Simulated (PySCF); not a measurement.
Method: PySCF with PBE-D3(BJ)/def2-TZVP // BP86-D3(BJ)/def2-SVP. Isolated molecules, 0 K electronic values unless said otherwise. One relaxed conformer stands for a flexible species; it need not be the lowest. 

Reference species: [Mo(=O)2(OH)2] (neutral, multiplicity 1).

```json
{
  "HOMO–LUMO gap": "4.10 eV",
  "LUMO": "-3.30 eV"
}
```

Changed species: [Hf(OH)4] (M = Hf; the reference has M = Mo, dioxo).

Q: Predict the effect on the HOMO–LUMO gap and LUMO.

A: the HOMO–LUMO gap increases by 1.99 eV, to 6.09 eV; the LUMO goes up by 2.68 eV, to -0.62 eV.
